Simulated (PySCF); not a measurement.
In(I) cation (IIn), SMILES [In][I] (connectivity only; charge and spin as stated), charge +1, multiplicity 2. Geometry optimised at PBE0-D3(BJ)/def2-TZVP. The multiplicity is an assumed one; other spin states were not compared. The def2 effective core potentials stand for the cores of I, In; spin–orbit coupling is left out.

Level of theory: PBE0-D3(BJ)/def2-TZVP run with PySCF.

Harmonic wavenumbers (cm⁻¹): 80. Rotational constants (GHz): 0.7588 (linear); symmetry number 1.

Q: Work out the zero-point energy and the ideal-gas rigid-rotor harmonic-oscillator thermochemistry at 298.15 K and 1 atm.

A: ZPE = ½ Σ hcν = ½ × 80 cm⁻¹ = 0.48 kJ/mol. H − E(el) = 11.19 kJ/mol. Entropy in J/(mol K): translation 177.19, rotation 83.23, vibration 16.26, spin 5.76, total 282.44. G − E(el) = -73.02 kJ/mol. Cp = 37.31 J/(mol K). Modes under 150 cm⁻¹ make the vibrational entropy uncertain.
